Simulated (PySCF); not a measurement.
**Removing the step error of a finite difference**

System: C$_{2}$H$_{5}$BFN (SMILES C=CB(N)F), singlet, at a GFN2-xTB geometry. Level: PBE/6-31G*, polarisability run with PySCF. Sums are taken with unrounded values, so a last digit can differ.

Second differences of the energy in a field along z gave a polarisability along z of 35.321 bohr³ at step 0.005 and 35.431 bohr³ at step 0.02 (atomic units).

Question: Extrapolate to zero step.

Answer: The leading error of a symmetric difference goes as h², so A(h) = A0 + c h². Then c = (35.431 - (35.321))/(0.02² - 0.005²) = 294 (atomic units) and A0 = 35.321 - c × 0.005² = 35.314 bohr³. The analytic value from the same program and level is 35.314 bohr³: the smaller step missed it by 0.007, the extrapolation by 0.000.
